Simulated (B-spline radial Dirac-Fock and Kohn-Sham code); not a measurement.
# Scattering functions of Pt⁷²⁺

System: platinum as Pt⁷²⁺ in the configuration 1s2 2s2 2p2.

Input file task.json (cfg lists n, l and occupation; rrms is the nuclear radius in fm):

```json
{"items": [{
  "Z": 78,
  "q": 72,
  "cfg": [[1, 0, 2], [2, 0, 2], [2, 1, 2]],
  "A": 195,
  "rrms": 5.427,
  "do": ["scatter"],
  "s": [0.0, 0.05, 0.1, 0.15, 0.2, 0.25, 0.3, 0.35, 0.4, 0.45, 0.5, 0.6, 0.7, 0.8, 0.9, 1.0, 1.1, 1.2, 1.4, 1.6, 1.8, 2.0, 2.5, 3.0, 3.5, 4.0, 5.0, 6.0],
  "pz": [0, 0.1, 0.15, 0.22, 0.32, 0.47, 0.68, 1.0, 1.5, 2.2, 3.2, 4.7, 6.9, 10.0, 15.0, 22.0, 32.0, 47.0, 69.0, 100.0, 150.0],
  "hv_scatter": [2000, 5000, 10000, 17479.3, 20000, 50000, 100000, 1000000]
}]}
```

Launch: `python xray_run.py task.json out`

These are calculated numbers from a B-spline atomic structure program; the model is configuration-average Dirac-Fock orbitals. f₀ is the Fourier transform of the spherical electron density, S the Waller-Hartree incoherent function, and s = sin θ/λ. The electron scattering factor follows from the Mott-Bethe formula f_e = 0.023934 Å⁻¹·(Z − f₀)/s².

| s (Å⁻¹) | f₀ | S | f_e (Å) |
| --- | --- | --- | --- |
| 0 | 6.000 | 0.000 | – |
| 0.05 | 6.000 | 0.001 | 689.303 |
| 0.1 | 5.998 | 0.002 | 172.329 |
| 0.15 | 5.996 | 0.005 | 76.593 |
| 0.2 | 5.994 | 0.009 | 43.085 |
| 0.25 | 5.990 | 0.015 | 27.576 |
| 0.3 | 5.986 | 0.021 | 19.151 |
| 0.35 | 5.981 | 0.029 | 14.071 |
| 0.4 | 5.975 | 0.038 | 10.774 |
| 0.45 | 5.968 | 0.048 | 8.514 |
| 0.5 | 5.960 | 0.059 | 6.897 |
| 0.6 | 5.943 | 0.084 | 4.791 |
| 0.7 | 5.923 | 0.114 | 3.521 |
| 0.8 | 5.899 | 0.148 | 2.696 |
| 0.9 | 5.873 | 0.187 | 2.131 |
| 1 | 5.844 | 0.229 | 1.727 |
| 1.1 | 5.812 | 0.276 | 1.428 |
| 1.2 | 5.777 | 0.326 | 1.200 |
| 1.4 | 5.700 | 0.436 | 0.883 |
| 1.6 | 5.612 | 0.560 | 0.677 |
| 1.8 | 5.516 | 0.694 | 0.535 |
| 2 | 5.411 | 0.838 | 0.434 |
| 2.5 | 5.119 | 1.227 | 0.279 |
| 3 | 4.795 | 1.637 | 0.195 |
| 3.5 | 4.454 | 2.046 | 0.144 |
| 4 | 4.110 | 2.434 | 0.111 |
| 5 | 3.452 | 3.105 | 0.071 |
| 6 | 2.884 | 3.615 | 0.050 |

f₀ starts at the number of electrons, 6, and has fallen to half at s ≈ 5.80 Å⁻¹. The sum of ⟨r²⟩ over the electrons is 0.02164 bohr². For an ion f_e diverges as s goes to zero, because of the net charge.
